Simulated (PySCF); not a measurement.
**[Cd(F)2] (charge 0, multiplicity 1)**

Calculation: TPSSh-D3(BJ)/def2-TZVP // PBE-D3(BJ)/def2-SVP run with PySCF.

```json
{
  "HOMO": "-8.98 eV",
  "dipole_moment": "0.00 D",
  "HOMO–LUMO gap": "6.13 eV",
  "LUMO": "-2.85 eV",
  "charge on the central atom (Mulliken)": "1.07 e",
  "total_energy": "-367.4937 Ha",
  "cost": "very roughly 40 core-seconds"
}
```

```xyz
3

Cd     0.0000     0.0000     0.0000
F     -1.7824     0.3927     0.6312
F      1.7824    -0.3927    -0.6312
```
Charge 0, spin multiplicity 1.
